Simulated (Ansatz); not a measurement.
Reactions of H7MgNOSi2, SMILES `[OH][Mg][N]([SiH3])[SiH3]`.

Program: Ansatz. Geometries: PBE0-D4/def2-TZVP. ΔE: electronic, gas phase. CCSD(T)/CBS is the MP2 limit (def2-TZVPP, def2-QZVPP) plus CCSD(T) − MP2 in def2-TZVPP, frozen cores. This one scheme is used for every species. DFT in def2-TZVPP. B3LYP here is the variant with VWN-RPA as its local correlation; programs differ in this. For Mg outer-core shells are correlated without core-valence functions, which leaves a few kJ/mol of doubt a bond. Each species was taken in one conformer, which may not be the lowest.

```json
{"reaction": "`[OH][Mg][N]([SiH3])[SiH3]` + NH₃ → `[NH2][Mg][N]([SiH3])[SiH3]` + H₂O", "B3LYP-D4 (eV)": "0.65", "PBE0-D4 (eV)": "0.61"}
{"reaction": "`[OH][Mg][N]([SiH3])[SiH3]` + silanol → `[OH][Mg][O][SiH3]` + `[SiH3]N[SiH3]`", "B3LYP-D4 (eV)": "-0.65", "PBE0-D4 (eV)": "-0.58"}
{"reaction": "`[OH][Mg][N]([SiH3])[SiH3]` + H₂ → `[MgH][N]([SiH3])[SiH3]` + H₂O", "B3LYP-D4 (eV)": "0.97", "PBE0-D4 (eV)": "0.88"}
{"reaction": "`[OH][Mg][N]([SiH3])[SiH3]` + HCl → `[OH][Mg][Cl]` + `[SiH3]N[SiH3]`", "B3LYP-D4 (eV)": "-1.13", "PBE0-D4 (eV)": "-1.12"}
```

(1) Give the CCSD(T)/CBS values in the same order. (An estimate is asked.)

Largest T1 diagnostic: 0.011, for `[OH][Mg][N]([SiH3])[SiH3]`.

Results:

(1) Computed: 0.63, -0.61, 1.03, -1.04 eV.
